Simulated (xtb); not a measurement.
These are GFN2-xTB (xtb) values and carry that method's errors.

```
xtb start.xyz --ohess tight --gfn 2 --chrg 0 --uhf 0 --iterations 400

# start.xyz
11

C     -1.673782    -0.423714    -0.477791
C     -0.268151    -0.416416     0.024846
C      0.615277     0.557865    -0.235122
C      1.996297     0.495099     0.300249
O      2.417143    -0.419975     0.995457
H     -1.900496     0.459154    -1.083865
H     -1.845513    -1.312866    -1.092024
H     -2.371079    -0.447490     0.365166
H      0.029936    -1.266863     0.637411
H      0.369061     1.423209    -0.837826
H      2.631308     1.351998     0.020408
```

Output:

```
[...]
         :::::::::::::::::::::::::::::::::::::::::::::::::::::
         ::                     SUMMARY                     ::
         :::::::::::::::::::::::::::::::::::::::::::::::::::::
         :: total energy             -15.635622647727 Eh    ::
         :: gradient norm              0.000032771101 Eh/a0 ::
         :: HOMO-LUMO gap              2.951056118051 eV    ::
         ::.................................................::
         :: SCC energy               -15.861696324517 Eh    ::
         :: -> isotropic ES            0.024484140401 Eh    ::
         :: -> anisotropic ES          0.001190100739 Eh    ::
         :: -> anisotropic XC          0.008052678425 Eh    ::
         :: -> dispersion             -0.005117441527 Eh    ::
         :: repulsion energy           0.226073676790 Eh    ::
         :: add. restraining           0.000000000000 Eh    ::
         :: total charge               0.000000000000 e     ::
         :::::::::::::::::::::::::::::::::::::::::::::::::::::

           -------------------------------------------------
          |                Numerical Hessian                |
           -------------------------------------------------
step length          :   0.00500
SCC accuracy         :   0.30000
Hessian scale factor :   1.00000
frozen atoms in %    :   0.00000    0
RMS gradient         :   0.00003
estimated CPU  time      0.00 min
estimated wall time      0.00 min

writing file <hessian>.

 projected vibrational frequencies (cm⁻¹)
eigval :       -0.00    -0.00    -0.00     0.00     0.00     0.00
eigval :      126.53   178.03   187.85   223.71   389.44   715.26
eigval :      716.26   929.64   932.27   987.02  1030.72  1055.95
eigval :     1147.38  1255.04  1281.88  1388.82  1393.41  1460.56
eigval :     1467.02  1652.25  1744.42  2757.54  2999.26  3015.10
eigval :     3042.37  3059.79  3078.78
           -------------------------------------------------
          |                Property Printout                |
           -------------------------------------------------

    * Orbital Energies and Occupations

         #    Occupation            Energy/Eh            Energy/eV
      -------------------------------------------------------------
         1        2.0000           -0.7062029             -19.2168
         2        2.0000           -0.6501618             -17.6918
         3        2.0000           -0.6279131             -17.0864
         4        2.0000           -0.5993333             -16.3087
         5        2.0000           -0.5629597             -15.3189
         6        2.0000           -0.5555317             -15.1168
         7        2.0000           -0.5298514             -14.4180
         8        2.0000           -0.5244410             -14.2708
         9        2.0000           -0.5056650             -13.7598
        10        2.0000           -0.4935309             -13.4297
        11        2.0000           -0.4839248             -13.1683
        12        2.0000           -0.4546663             -12.3721
        13        2.0000           -0.4250380             -11.5659
        14        2.0000           -0.3971327             -10.8065 (HOMO)
        15                         -0.2886835              -7.8555 (LUMO)
        16                         -0.1740651              -4.7366
        17                          0.0850925               2.3155
        18                          0.1123138               3.0562
        19                          0.1582959               4.3075
        20                          0.1746471               4.7524
        21                          0.1940082               5.2792
        22                          0.2004061               5.4533
        23                          0.2271494               6.1810
        24                          0.4158390              11.3156
        25                          0.5068294              13.7915
        26                          0.6735865              18.3292
      -------------------------------------------------------------
                  HL-Gap            0.1084492 Eh            2.9511 eV
             Fermi-level           -0.3429081 Eh           -9.3310 eV

     #   Z          covCN         q      C6AA      α(0)
     1   6 C        3.755    -0.111    22.677     6.790
     2   6 C        2.894     0.005    27.907     8.661
     3   6 C        2.890    -0.070    29.743     8.941
     4   6 C        2.766     0.209    23.571     7.951
     5   8 O        0.856    -0.344    20.590     6.084
     6   1 H        0.925     0.052     2.292     2.367
     7   1 H        0.925     0.066     2.136     2.285
     8   1 H        0.925     0.066     2.136     2.285
     9   1 H        0.925     0.072     2.068     2.249
    10   1 H        0.926     0.045     2.383     2.414
    11   1 H        0.922     0.011     2.876     2.652

 Mol. C6AA /au·bohr⁶  :       1150.829319
 Mol. C8AA /au·bohr⁸  :      25973.228460
 Mol. α(0) /au        :         52.680876

Wiberg/Mayer (AO) data.
largest (>0.10) Wiberg bond orders for each atom

 ---------------------------------------------------------------------------
     #   Z sym  total        # sym  WBO       # sym  WBO       # sym  WBO
 ---------------------------------------------------------------------------
     1   6 C    3.996 --     2 C    1.061     6 H    0.984     7 H    0.958
                             8 H    0.958
     2   6 C    3.978 --     3 C    1.813     1 C    1.061     9 H    0.960
     3   6 C    3.989 --     2 C    1.813     4 C    1.086    10 H    0.967
     4   6 C    3.930 --     5 O    1.854     3 C    1.086    11 H    0.934
     5   8 O    2.075 --     4 C    1.854
     6   1 H    0.997 --     1 C    0.984
     7   1 H    0.996 --     1 C    0.958
     8   1 H    0.996 --     1 C    0.958
     9   1 H    0.995 --     2 C    0.960
    10   1 H    0.998 --     3 C    0.967
    11   1 H    1.000 --     4 C    0.934
 ---------------------------------------------------------------------------

Topologies differ in total number of bonds
Writing topology from bond orders to xtbtopo.mol

molecular dipole:
                 x           y           z       tot (Debye)
 q only:       -1.139       0.273      -0.573
   full:       -1.193       0.428      -0.684       3.661
molecular quadrupole (traceless):
                xx          xy          yy          xz          yz          zz
 q only:       -2.683       3.655       2.549      -3.249       0.558       0.134
  q+dip:       -3.047       5.540       3.761      -4.132      -0.111      -0.714
   full:       -3.451       4.942       3.223      -4.570       1.060       0.229

           -------------------------------------------------
          |                Geometry Summary                 |
           -------------------------------------------------
Molecule has the following symmetry elements: (sigma)
It seems to be the Cs point group

      molecular mass/u    :       70.0899930
   center of mass at/Å    :        0.6193366      -0.0546041       0.1300643
  moments of inertia/u·Å² :        0.2606005E+02   0.1910357E+03   0.2139956E+03
rotational constants/cm⁻¹ :        0.6468765E+00   0.8824337E-01   0.7877559E-01

 * 8 selected distances

     #   Z          #   Z                                           value/Å
     1   6 C        2   6 C                                       1.4815760 (max)
     2   6 C        3   6 C                                       1.3354362
     4   6 C        5   8 O                                       1.2066353
     1   6 C        6   1 H                                       1.0871865
     1   6 C        7   1 H                                       1.0899037
     1   6 C        8   1 H                                       1.0899038
     2   6 C        9   1 H                                       1.0833270
     3   6 C       10   1 H                                       1.0807599 (min)

 * 3 distinct bonds (by element types)

   Z      Z             #   av. dist./Å        max./Å        min./Å
   1 H    6 C           5     1.0862162     1.0899038     1.0807599
   6 C    6 C           2     1.4085061     1.4815760     1.3354362
   6 C    8 O           1     1.2066353     1.2066353     1.2066353

           -------------------------------------------------
          |               Frequency Printout                |
           -------------------------------------------------
 projected vibrational frequencies (cm⁻¹)
eigval :       -0.00    -0.00    -0.00     0.00     0.00     0.00
eigval :      126.53   178.03   187.85   223.71   389.44   715.26
eigval :      716.26   929.64   932.27   987.02  1030.72  1055.95
eigval :     1147.38  1255.04  1281.88  1388.82  1393.41  1460.56
eigval :     1467.02  1652.25  1744.42  2757.54  2999.26  3015.10
eigval :     3042.37  3059.79  3078.78
 reduced masses (amu)
   1: 12.28   2:  9.88   3: 10.12   4: 12.83   5: 11.90   6: 10.63   7:  4.46   8:  5.78
   9: 11.59  10:  7.43  11: 10.31  12: 11.25  13:  4.39  14:  5.82  15:  6.52  16:  2.59
  17:  4.09  18:  6.41  19:  8.85  20:  4.55  21:  3.36  22:  3.23  23:  3.32  24:  1.59
  25:  1.87  26: 11.64  27: 13.11  28:  1.68  29:  1.93  30:  1.47  31:  1.72  32:  1.83
  33:  1.84
 IR intensities (km·mol⁻¹)
   1:  0.84   2:  0.79   3:  2.19   4:  3.66   5:  0.16   6:  1.60   7:  9.38   8:  0.01
   9:  4.73  10:  3.94  11:  1.32  12: 35.11  13:  0.21  14: 48.67  15:  4.06  16: 25.98
  17:  0.28  18: 14.49  19:  0.79  20: 12.27  21:  0.44  22:  0.43  23: 53.39  24:  7.00
  25: 31.42  26:322.22  27:187.56  28:161.79  29: 12.38  30: 11.75  31: 10.77  32:  8.72
  33: 47.50
 Raman intensities (Ä⁴*amu⁻¹)
   1:  0.00   2:  0.00   3:  0.00   4:  0.00   5:  0.00   6:  0.00   7:  0.00   8:  0.00
   9:  0.00  10:  0.00  11:  0.00  12:  0.00  13:  0.00  14:  0.00  15:  0.00  16:  0.00
  17:  0.00  18:  0.00  19:  0.00  20:  0.00  21:  0.00  22:  0.00  23:  0.00  24:  0.00
  25:  0.00  26:  0.00  27:  0.00  28:  0.00  29:  0.00  30:  0.00  31:  0.00  32:  0.00
  33:  0.00
 output can be read by thermo (or use thermo option).
 writing <g98.out> molden fake output.
 recommended (thermochemical) frequency scaling factor: 1.0
           -------------------------------------------------
          |             Thermodynamic Functions             |
           -------------------------------------------------

cs  symmetry found (for desy threshold:  0.10E+00) used in thermo

          ...................................................
          :                      SETUP                      :
          :.................................................:
          :  # frequencies                          27      :
          :  # imaginary freq.                       0      :
          :  linear?                             false      :
          :  only rotor calc.                    false      :
          :  symmetry                               cs      :
          :  rotational number                       1      :
          :  scaling factor                  1.0000000      :
          :  rotor cutoff                   50.0000000 cm⁻¹ :
          :  imag. cutoff                  -20.0000000 cm⁻¹ :
          :.................................................:

    mode    ω/cm⁻¹     T·S(HO)/kcal·mol⁻¹    T·S(FR)/kcal·mol⁻¹   T·S(vib)
   ------------------------------------------------------------------------
       1    126.53    -0.89389 ( 97.62%)    -0.78123 (  2.38%)    -0.89121
       2    178.03    -0.70035 ( 99.38%)    -0.68015 (  0.62%)    -0.70023
       3    187.85    -0.67053 ( 99.50%)    -0.66426 (  0.50%)    -0.67050
       4    223.71    -0.57508 ( 99.75%)    -0.61252 (  0.25%)    -0.57518
   ------------------------------------------------------------------------

   temp. (K)  partition function   enthalpy   heat capacity  entropy
                                   cal/mol     cal/K/mol   cal/K/mol   J/K/mol
 298.15  VIB   12.9                 2003.576     13.525     11.786
         ROT  0.788E+05              888.752      2.981     25.388
         INT  0.101E+07             2892.329     16.505     37.174
         TR   0.568E+27             1481.254      4.968     38.641
         TOT                        4373.5825    21.4736    75.8148   317.2091

       T/K    H(0)-H(T)+PV         H(T)/Eh          T*S/Eh         G(T)/Eh
   ------------------------------------------------------------------------
    298.15    0.696975E-02    0.940329E-01    0.360221E-01    0.580109E-01
   ------------------------------------------------------------------------

         :::::::::::::::::::::::::::::::::::::::::::::::::::::
         ::                  THERMODYNAMIC                  ::
         :::::::::::::::::::::::::::::::::::::::::::::::::::::
         :: total free energy         -15.577611785554 Eh   ::
         ::.................................................::
         :: total energy              -15.635622647729 Eh   ::
         :: zero point energy           0.087063173848 Eh   ::
         :: G(RRHO) w/o ZPVE           -0.029052311673 Eh   ::
         :: G(RRHO) contrib.            0.058010862175 Eh   ::
         :::::::::::::::::::::::::::::::::::::::::::::::::::::

optimized geometry written to: xtbopt.xyz

           -------------------------------------------------
          | TOTAL ENERGY              -15.635622647729 Eh   |
          | TOTAL ENTHALPY            -15.541589726493 Eh   |
          | TOTAL FREE ENERGY         -15.577611785554 Eh   |
          | GRADIENT NORM               0.000032655993 Eh/α |
          | HOMO-LUMO GAP               2.951053131929 eV   |
           -------------------------------------------------

------------------------------------------------------------------------
```

Cost: roughly 0.4 core-seconds.
